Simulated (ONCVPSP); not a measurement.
Varying the ONCV potential for caesium

Base potential:

ONCVPSP 4.0.1 input, shortened (lines: element, Z, core and valence counts, functional; n l f; lmax; l rc ep ncon nbas qcut; lloc lpopt rc5 dvloc0; l nproj debl; icmod fcfact rcfact), LDA (Perdew-Zunger), fully relativistic:

```
  Cs 55.00    9    3        3      upf
    1    0    2.00
    2    0    2.00
    2    1    6.00
    3    0    2.00
    3    1    6.00
    3    2   10.00
    4    0    2.00
    4    1    6.00
    4    2   10.00
    5    0    2.00
    5    1    6.00
    6    0    1.00
    2
    0    3.05    0.00    4    8    4.90
    1    2.15    0.00    5    9    3.20
    2    2.85    0.16    4    8    3.50
    4    5    1.85    4.00
    0    2    0.80
    1    2    2.40
    2    2    3.20
    0    0.00    0.00
```

Open shells are filled in proportion to 2j + 1.

In the d channel the program set the typed energies aside and used 0.050, 3.250 Ha (j = l + 1/2; the other j can differ).

All-electron outer shells of the reference configuration (LDA (Perdew-Zunger), scalar-relativistic, ld1.x):

| shell | level (eV) | outermost node (bohr) | outermost maximum (bohr) |
| --- | --- | --- | --- |
| 5s | -26.90 | 0.82 | 1.54 |
| 5p | -13.61 | 0.89 | 1.76 |
| 6s | -2.23 | 2.10 | 4.68 |

Cutoffs, loose and tight: the cutoffs (Ha) at which the residual kinetic energy of the hardest occupied pseudo-wave falls to 1 and 0.1 mHa per electron. They do not see the model core or the augmentation charge, which bear on the density cutoff. Test errors are all-electron minus pseudo excitation energies from the reference, over the configurations 5s2 5p6 6s0; 5s2 5p6 6s0.5; 5s2 5p6 6s0 6p1; 5s1 5p6 6s1. A dash means not determined; rows that change the core or the reference have their own tests.

| change | outcome | cutoff, loose | cutoff, tight | bound ghosts | GHOST(+) flags above zero | largest test error (meV) |
| --- | --- | --- | --- | --- | --- | --- |
| base | generated, projector energies reset by the program | 37 Ha | 54 Ha | none | s | -116 |
| s: nproj 3 | generated, projector energies reset by the program | 37 Ha | 54 Ha | none | s | -110 |
| reference 5s2 5p6 6s0.5 | generated, projector energies reset by the program | 37 Ha | 54 Ha | none | s | -112 |
| s: qcut 4.4 | generated, projector energies reset by the program | 37 Ha | 54 Ha | none | s | -142 |
| local potential polynomial inside 1.85 bohr (lpopt 5, dvloc0 3.5 Ha) | generated, projector energies reset by the program | 37 Ha | 54 Ha | none | p1/2 | -110 |
| s: nbas 9 | generated, projector energies reset by the program | 37 Ha | 54 Ha | none | s | -114 |
| s: qcut 4.1; p: qcut 2.7; d: qcut 3 | generated, projector energies reset by the program | 40 Ha | 54 Ha | none | s | -161 |
| p: debl 0.85 | generated, projector energies reset by the program | 37 Ha | 54 Ha | none | s, p3/2 | -116 |
| functional PBE | generated, projector energies reset by the program | 38 Ha | 54 Ha | none | s | -85 |
| local potential polynomial inside 2.00 bohr (lpopt 5, dvloc0 1 Ha) | generated, projector energies reset by the program | 37 Ha | 54 Ha | none | s | -109 |
| s: qcut 5.5 | generated, projector energies reset by the program | 37 Ha | 54 Ha | none | s | -69 |
| p: rc 3.04 | generated, projector energies reset by the program | 6.2 Ha | 7.8 Ha | none | s | -88 |

Task: What comes out with this change to the base: s: rc 4.14?

Result: outcome: generated, projector energies reset by the program; cutoff, loose: 37 Ha; cutoff, tight: 54 Ha; bound ghosts: none; GHOST(+) flags above zero: none; largest test error (meV): -286.
